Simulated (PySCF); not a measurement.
Si(Cl)(Br)(Me)(OH) (CH4BrClOSi), SMILES C[Si](O)(Cl)Br. Atoms are numbered in the order given.

```xyz
9

C      2.0217     0.0866    -1.0507
Si     0.2050    -0.0252    -0.6855
O     -0.4604    -1.1686    -1.6953
Cl    -0.7191     1.8178    -0.9814
Br    -0.1388    -0.5917     1.4602
H      2.5049    -0.8939    -0.8705
H      2.4980     0.8456    -0.4007
H      2.1745     0.3748    -2.1099
H     -1.4122    -1.3384    -1.5779
```
Charge 0, spin multiplicity 1.

Geometry: PBE-D3(BJ)/def2-SVP. This is a generated structure with no PubChem entry under its InChIKey; it may be hypothetical. Other conformers were not sampled.

Two levels are set side by side: PBE/pcSseg-1 (PySCF) and HF/pcSseg-1 (PySCF). GIAO shifts against H2O (¹⁷O), HCl (³⁵Cl), TMS (²⁹Si), TMS (¹H), TMS (¹³C) at the same level; non-relativistic, no solvent, atoms listed together averaged. Without spin–orbit terms, shifts of atoms bonded to Cl or Br come out too high at both levels. Differences are taken from unrounded values.

```csv
quantity,HF
δ(¹³C) of C1 (ppm),9.2
δ(²⁹Si) of Si2 (ppm),17.9
δ(¹⁷O) of O3 (ppm),75.9
δ(³⁵Cl) of Cl4 (ppm),69.4
δ(¹H) of H9 (ppm),3.36
```

Question: What does PBE give, and how far is it from HF? (An estimate is asked for; the answer gives what the named calculation found.)

Answer: 
```csv
quantity,PBE,PBE minus HF
δ(¹³C) of C1 (ppm),11.8,2.6
δ(²⁹Si) of Si2 (ppm),30.4,12.6
δ(¹⁷O) of O3 (ppm),121.3,45.3
δ(³⁵Cl) of Cl4 (ppm),168.0,98.6
δ(¹H) of H9 (ppm),3.14,-0.21
```

Rough cost on one machine, each run with all the roots and properties that it gave: HF against PBE within a factor of 2.
